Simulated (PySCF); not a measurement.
## Calculated data, CH$_{5}$AlN$_{2}$, CH$_{6}$AlN$_{2}$, C$_{2}$H$_{7}$AlN, CH$_{5}$Al$_{2}$N

Calculation on a computer-drawn molecule: the log of a Hartree-Fock and frozen-core CCSD(T) single point meant for a local Hartree-Fock minimum, with one planted fault or none, to be diagnosed. Offsets are logged minus clean, where the clean run is the same molecule without the fault. The reference is restricted for singlets and unrestricted otherwise, and also for a bond in bohr or an excited solution. Adding or removing an electron swaps singlet and doublet. The excited solution moves the top pair (singlet) or top alpha electron (doublet) to the lowest empty orbital. Highest occupied and lowest empty are orbital energies over both spins, largest force is the largest gradient component, triples share is (T) over the correlation energy, the T1 limit is 0.02 restricted and 0.045 unrestricted, electrons count all cores, a negative frequency is imaginary (commonest isotopes), and the dipole is about the centre of nuclear charge. Program: PySCF 2.14.0.

Common to all runs: meant charge 0; meant basis cc-pV(D+d)Z; logged SCF converged yes; possible faults no fault, one electron removed, one electron added, multiplicity raised by two, geometry at a saddle point, SCF held on an excited solution, minimal basis STO-3G, one bond length entered in bohr, all coordinates scaled.

(1) 
```xyz
9
formula=CH5AlN2 meant_multiplicity=1 logged_electrons=38 logged_basis_functions=90 logged_spin_squared=0 logged_highest_occupied=-8.7393 logged_lowest_empty=2.0482 logged_largest_force=2.556e-05 logged_lowest_frequency=119.03 logged_T1_diagnostic=0.017832 logged_D1_diagnostic=0.054054 logged_triples_share=0.030759 logged_CC_converged=yes logged_dipole_magnitude=4.072 logged_SCF_stable_within_its_kind=yes logged_energy_HF=-391.56749 logged_energy_CCSD(T)=-392.16299 planted_fault=no_fault HF_energy_offset_from_clean_run=0 CCSD(T)_energy_offset_from_clean_run=0
C     -2.3153     1.4879    -1.8848
N     -1.9230     1.4343    -0.4829
Al    -0.9805     2.5911     0.4336
N     -0.1248     3.6464     1.2619
H     -3.4024     1.4964    -2.0014
H     -1.9315     2.3970    -2.3512
H     -1.9182     0.6400    -2.4494
H     -2.2642     0.6054    -0.0328
H      0.4089     4.2988     1.7793
```

Units: logged_highest_occupied, logged_lowest_empty in eV; logged_largest_force in hartree/bohr; logged_lowest_frequency in cm⁻¹; logged_dipole_magnitude in debye; logged_energy_HF, logged_energy_CCSD(T) in hartree; HF_energy_offset_from_clean_run, CCSD(T)_energy_offset_from_clean_run in kcal/mol.

Drawn bonds:
```csv
atom,other atom,order
1,2,1
2,3,1
3,4,2
1,5,1
1,6,1
1,7,1
2,8,1
4,9,1
```

(2) 
```xyz
10
formula=CH6AlN2 meant_multiplicity=2 logged_electrons=39 logged_basis_functions=95 logged_spin_squared=0.7523 logged_highest_occupied=-7.8194 logged_lowest_empty=1.9044 logged_largest_force=0.03957 logged_T1_diagnostic=0.0125 logged_D1_diagnostic=0.044453 logged_triples_share=0.02502 logged_CC_converged=yes logged_dipole_magnitude=0.82048 logged_SCF_stable_within_its_kind=yes logged_energy_HF=-392.20526 logged_energy_CCSD(T)=-392.78643 planted_fault=all_coordinates_scaled,by_-3.6_% HF_energy_offset_from_clean_run=8.724 CCSD(T)_energy_offset_from_clean_run=13.89
C      0.9373     0.0250    -1.2493
N      2.1169     0.2422    -0.5304
Al     2.4042     0.2038     1.1578
N      1.1128    -0.1447     2.2233
H      0.6501     0.8704    -1.8137
H      1.0179    -0.7910    -1.9151
H      0.1443    -0.1908    -0.5918
H      2.8563     0.4411    -1.1217
H      0.1959    -0.3307     1.9774
H      1.1998    -0.1839     3.1851
```

Units: logged_highest_occupied, logged_lowest_empty in eV; logged_largest_force in hartree/bohr; logged_dipole_magnitude in debye; logged_energy_HF, logged_energy_CCSD(T) in hartree; HF_energy_offset_from_clean_run, CCSD(T)_energy_offset_from_clean_run in kcal/mol.

Drawn bonds:
```csv
atom,other atom,order
1,2,1
2,3,1
3,4,1
1,5,1
1,6,1
1,7,1
2,8,1
4,9,1
4,10,1
```

(3) 
```xyz
11
formula=C2H7AlN meant_multiplicity=2 logged_electrons=39 logged_basis_functions=100 logged_spin_squared=0.8658 logged_highest_occupied=-4.9193 logged_lowest_empty=-1.2461 logged_largest_force=0.023119 logged_dipole_magnitude=1.847 logged_SCF_stable_within_its_kind=no logged_energy_HF=-376.05411 planted_fault=SCF_held_on_an_excited_solution HF_energy_offset_from_clean_run=70.14
C     -0.2179     1.6339     0.4573
N     -0.1687     0.3918     1.2009
C     -1.4429     0.0744     1.8167
Al     1.2799    -0.6325     1.3485
H     -0.4815     2.4813     1.1026
H     -0.9616     1.5937    -0.3484
H      0.7497     1.8546     0.0022
H     -2.2372    -0.0301     1.0670
H     -1.7568     0.8573     2.5185
H     -1.3834    -0.8636     2.3704
H      1.1208    -1.9609     2.2142
```

Units: logged_highest_occupied, logged_lowest_empty in eV; logged_largest_force in hartree/bohr; logged_dipole_magnitude in debye; logged_energy_HF in hartree; HF_energy_offset_from_clean_run in kcal/mol.

Drawn bonds:
```csv
atom,other atom,order
1,2,1
2,3,1
2,4,1
1,5,1
1,6,1
1,7,1
3,8,1
3,9,1
3,10,1
4,11,1
```

Notes: coupled-cluster numbers left out as unreliable.

(4) 
```xyz
11
formula=C2H7AlN meant_multiplicity=2 logged_electrons=39 logged_basis_functions=31 logged_spin_squared=0.7562 logged_highest_occupied=-4.8091 logged_lowest_empty=7.6286 logged_largest_force=0.032377 logged_T1_diagnostic=0.014169 logged_D1_diagnostic=0.068071 logged_triples_share=0.014292 logged_CC_converged=yes logged_dipole_magnitude=1.8844 logged_SCF_stable_within_its_kind=yes logged_energy_HF=-371.60091 logged_energy_CCSD(T)=-371.83016 planted_fault=minimal_basis_STO-3G HF_energy_offset_from_clean_run=2865 CCSD(T)_energy_offset_from_clean_run=3083
C     -0.2179     1.6339     0.4573
N     -0.1687     0.3918     1.2009
C     -1.4429     0.0744     1.8167
Al     1.2799    -0.6325     1.3485
H     -0.4815     2.4813     1.1026
H     -0.9616     1.5937    -0.3484
H      0.7497     1.8546     0.0022
H     -2.2372    -0.0301     1.0670
H     -1.7568     0.8573     2.5185
H     -1.3834    -0.8636     2.3704
H      1.1208    -1.9609     2.2142
```

Units: logged_highest_occupied, logged_lowest_empty in eV; logged_largest_force in hartree/bohr; logged_dipole_magnitude in debye; logged_energy_HF, logged_energy_CCSD(T) in hartree; HF_energy_offset_from_clean_run, CCSD(T)_energy_offset_from_clean_run in kcal/mol.

Drawn bonds:
```csv
atom,other atom,order
1,2,1
2,3,1
2,4,1
1,5,1
1,6,1
1,7,1
3,8,1
3,9,1
3,10,1
4,11,1
```

(5) 
```xyz
9
formula=CH5Al2N meant_multiplicity=1 logged_electrons=44 logged_basis_functions=99 logged_spin_squared=0.7269 logged_highest_occupied=-8.2408 logged_lowest_empty=1.3227 logged_largest_force=0.033626 logged_T1_diagnostic=0.057753 logged_D1_diagnostic=0.25186 logged_triples_share=0.039258 logged_CC_converged=yes logged_dipole_magnitude=0.83864 logged_SCF_stable_within_its_kind=yes logged_energy_HF=-578.97855 logged_energy_CCSD(T)=-579.469 planted_fault=one_bond_length_entered_in_bohr,row_4_of_the_drawn_bonds HF_energy_offset_from_clean_run=74.79 CCSD(T)_energy_offset_from_clean_run=76.08
C     -0.7333    -0.8609     0.4635
N     -0.1720     0.4984     0.5613
Al     0.3643     1.3028    -0.9816
Al    -0.0230     1.3258     2.1371
H      0.3697    -2.2386     1.5380
H     -1.7632    -0.9089     0.8276
H     -0.7534    -1.2200    -0.5731
H      0.5970     2.7810     2.0984
H     -0.4868     0.6339     3.4788
```

Units: logged_highest_occupied, logged_lowest_empty in eV; logged_largest_force in hartree/bohr; logged_dipole_magnitude in debye; logged_energy_HF, logged_energy_CCSD(T) in hartree; HF_energy_offset_from_clean_run, CCSD(T)_energy_offset_from_clean_run in kcal/mol.

Drawn bonds:
```csv
atom,other atom,order
1,2,1
2,3,1
2,4,1
1,5,1
1,6,1
1,7,1
4,8,1
4,9,1
```

Notes: T1 above single-reference limit.

(6) 
```xyz
9
formula=CH5Al2N meant_multiplicity=1 logged_electrons=44 logged_basis_functions=99 logged_spin_squared=2.0047 logged_highest_occupied=-6.0407 logged_lowest_empty=0.12364 logged_largest_force=0.012399 logged_T1_diagnostic=0.019189 logged_D1_diagnostic=0.068711 logged_triples_share=0.031149 logged_CC_converged=yes logged_dipole_magnitude=0.9106 logged_SCF_stable_within_its_kind=yes logged_energy_HF=-579.0307 logged_energy_CCSD(T)=-579.49585 planted_fault=multiplicity_raised_by_two HF_energy_offset_from_clean_run=42.07 CCSD(T)_energy_offset_from_clean_run=59.23
C     -0.7333    -0.8609     0.4635
N     -0.1720     0.4984     0.5613
Al     0.3643     1.3028    -0.9816
Al    -0.0230     1.3258     2.1371
H     -0.1496    -1.5899     1.0321
H     -1.7632    -0.9089     0.8276
H     -0.7534    -1.2200    -0.5731
H      0.5970     2.7810     2.0984
H     -0.4868     0.6339     3.4788
```

Units: logged_highest_occupied, logged_lowest_empty in eV; logged_largest_force in hartree/bohr; logged_dipole_magnitude in debye; logged_energy_HF, logged_energy_CCSD(T) in hartree; HF_energy_offset_from_clean_run, CCSD(T)_energy_offset_from_clean_run in kcal/mol.

Drawn bonds:
```csv
atom,other atom,order
1,2,1
2,3,1
2,4,1
1,5,1
1,6,1
1,7,1
4,8,1
4,9,1
```
